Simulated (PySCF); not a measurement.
Harmonic spectrum computed at PBE0 in the def2-TZVP basis family (core potentials from Rb on, PySCF, no spin–orbit coupling):

```json
{"ω (cm⁻¹)": "139", "IR (km/mol)": "33.1"}
{"ω (cm⁻¹)": "157", "IR (km/mol)": "0.4"}
{"ω (cm⁻¹)": "260", "IR (km/mol)": "32.1"}
{"ω (cm⁻¹)": "351", "IR (km/mol)": "13.2"}
{"ω (cm⁻¹)": "956", "IR (km/mol)": "205"}
{"ω (cm⁻¹)": "1017", "IR (km/mol)": "103"}
```

Problem. Which molecule gave it? In each, all ligands are bound to the one heavy central atom.
A. MoO₂Br (doublet)
B. CoO₂Br (triplet)
C. WO₂Br (doublet)
D. TaO₂Br (singlet)
E. RuO₂Br (doublet)

Solution. D. It has Cs symmetry with Ta–Br 2.467 Å, Ta–O 1.724 Å (×2).
